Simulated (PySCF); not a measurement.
C₃H₅NSSi, SMILES [SiH3]c1cscn1. Atoms are numbered in the order given.

```xyz
11

Si     0.0843    -2.3944     0.0000
C     -0.0175    -0.5170     0.0000
C      1.0473     0.3601     0.0000
S      0.4909     1.9933     0.0000
C     -1.1473     1.3924     0.0000
N     -1.2594     0.0976     0.0000
H      1.5213    -2.7837     0.0000
H     -0.5774    -2.9503    -1.2101
H     -0.5774    -2.9503     1.2101
H      2.1120     0.1318     0.0000
H     -1.9914     2.0852     0.0000
```
Charge 0, spin multiplicity 1.

Geometry: TPSSh-D3(BJ)/def2-SVP.

All values below come from TPSSh-D3(BJ)/def2-SVP (PySCF).

Frequencies are harmonic and unscaled.

| mode | ν (cm⁻¹) | IR (km/mol) | Raman (Å⁴/amu) | depolarisation | moving atoms (share of kinetic energy) |
|---|---|---|---|---|---|
| 1 | 108 | 0.2 | 0.3 | 0.75 | H 87 % |
| 2 | 161 | 0.9 | 3.7 | 0.75 | C 51 %, H 23 %, S 11 % |
| 3 | 178 | 0.5 | 0.1 | 0.61 | C 36 %, H 21 %, N 18 %, Si 15 %, S 9 % |
| 4 | 401 | 14.8 | 9.0 | 0.26 | Si 59 %, S 23 % |
| 5 | 481 | 0.3 | 1.1 | 0.75 | C 63 %, H 18 %, S 13 % |
| 6 | 594 | 27.4 | 2.7 | 0.75 | H 47 %, N 27 %, C 21 % |
| 7 | 634 | 0.5 | 9.2 | 0.46 | S 47 %, C 25 %, N 21 % |
| 8 | 657 | 45.4 | 8.2 | 0.72 | H 79 %, Si 13 % |
| 9 | 724 | 35.0 | 3.8 | 0.75 | C 44 %, H 38 %, N 13 % |
| 10 | 766 | 0.7 | 0.6 | 0.75 | H 80 %, C 20 % |
| 11 | 794 | 9.6 | 5.7 | 0.19 | C 63 %, S 25 %, H 10 % |
| 12 | 826 | 25.4 | 0.7 | 0.75 | H 80 %, C 20 % |
| 13 | 882 | 40.9 | 9.9 | 0.22 | C 75 %, H 17 % |
| 14 | 907 | 67.7 | 8.7 | 0.30 | C 39 %, N 37 %, H 24 % |
| 15 | 944 | 271.7 | 15.6 | 0.72 | H 77 %, Si 10 % |
| 16 | 955 | 53.4 | 23.4 | 0.75 | H 97 % |
| 17 | 966 | 45.4 | 27.8 | 0.71 | H 97 % |
| 18 | 1114 | 19.3 | 6.8 | 0.35 | H 62 %, C 29 % |
| 19 | 1213 | 3.8 | 5.5 | 0.73 | H 60 %, C 39 % |
| 20 | 1316 | 2.8 | 7.6 | 0.23 | C 40 %, H 35 %, N 24 % |
| 21 | 1463 | 30.8 | 19.5 | 0.15 | C 85 % |
| 22 | 1501 | 20.0 | 5.9 | 0.73 | C 60 %, N 37 % |
| 23 | 2257 | 99.7 | 169.2 | 0.06 | H 98 % |
| 24 | 2266 | 110.9 | 109.0 | 0.75 | H 96 % |
| 25 | 2266 | 101.1 | 189.4 | 0.18 | H 97 % |
| 26 | 3223 | 0.1 | 146.6 | 0.29 | H 91 %, C 9 % |
| 27 | 3256 | 1.3 | 84.8 | 0.31 | H 91 %, C 9 % |
